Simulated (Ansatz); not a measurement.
A made-up structure of GeH3SO (charge -1), closed shell:

O1  (0.132, -2.209, 1.227)
S2  (1.083, -1.285, 0.403)
Ge3  (-0.076, 0.491, -0.258)
H4  (-1.315, 0.197, -1.170)
H5  (0.857, 1.430, -1.085)
H6  (2.396, -1.597, 0.571)
(Å)

It is relaxed with PBE-D4/def2-SVPD and then PBE0-D4/def2-TZVPD (Ansatz 0.2.0). Atoms count as bonded within 1.22 times the sum of their covalent radii (H–H: 0.88 Å). The end point is not checked to be a true minimum.

Q: Does its bonding change? (Judge from chemistry; the calculation decides.)

A: By the calculation: No: no bond forms or breaks.

Where it ends: The first stage lowers the energy by 2.12 eV in 12 steps. It ends as GeH₃SO ([O][SH][GeH2]), total charge -1:
```
atom    x (Å)    y (Å)    z (Å)
  O1   0.3187  -2.3251   1.2970
  S2   0.8491  -1.5319   0.1140
 Ge3  -0.0986   0.6711  -0.0034
  H4  -1.1166   0.2138  -1.1615
  H5   1.0817   0.9643  -1.0660
  H6   2.0418  -0.9651   0.5071
```

Labels in which every atom is bracketed show which atoms are joined, not bond orders.

For scale, one of the runs: PBE0-D4/def2-TZVPD relaxation, 167 basis functions, launched by `ansatz run in.yaml --threads 2 --pin off --events-out ev --progress --plain --max-ram 4352MiB`. Hardware: 2 CPU threads of an Arm Neoverse V2, shared host. Wall time about 33 s.
